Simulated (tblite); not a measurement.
Q: What does the GFN2-xTB structure of `F[C@H]1[CH][C@@H]2[C@@H]3C=C[C@H]1[C@H]23` [radical] look like in three dimensions? (Doublet state.)

A: 
Z-matrix in Å and degrees, rows numbered from 1:
```
F 
C   1  1.4112
C   2  1.4824  1  110.83
C   3  1.4269  2  110.70  1   100.27
C   4  1.5886  3  121.76  2    63.29
C   5  1.4639  4  118.29  3     1.27
C   6  1.3304  5  110.52  4   -56.94
C   7  1.5075  6  111.00  5     4.67
C   5  1.4916  4   58.53  3   -92.98
H   2  1.0964  1  103.84  3  -124.19
H   3  1.0722  2  123.24  1   -69.04
H   4  1.0813  3  119.43  2  -147.89
H   5  1.0790  4  114.24  9  -115.12
H   6  1.0749  5  122.63  4   123.98
H   7  1.0750  6  127.03  5   178.36
H   8  1.0889  2  111.79  1    34.85
H   9  1.0771  4  123.09  5   116.36
```

C6 (carbon bonded to 2 C and H) is planar (angles 126.8°, 122.6° and 110.5°, sum 360.0°, 0.01 Å off the plane of its three neighbours). The 3-membered ring C4–C5–C9 has internal angles of 57.5° to 64.0°. C7 (carbon bonded to 2 C and H) is planar (angles 127.0°, 121.7° and 111.0°, sum 359.7°, 0.04 Å off the plane of its three neighbours). The C–C distances run from 1.330 Å (C6=C7, drawn double) to 1.589 Å (C4–C5, drawn single), a spread of 0.259 Å.

Computed geometry: GFN2-xTB, gas phase. This method treats the open shell by occupation alone, without spin polarisation.

Point group: C1 (no symmetry element, even within 0.4 Å). Its GFN2-xTB frequencies are all real (lowest 121 cm⁻¹). Torsions: F1–C2–C3–C4 100°, C2–C3–C4–C5 63°, C3–C4–C5–C6 1°, C4–C5–C6–C7 -57°.

One conformer stands for the species.
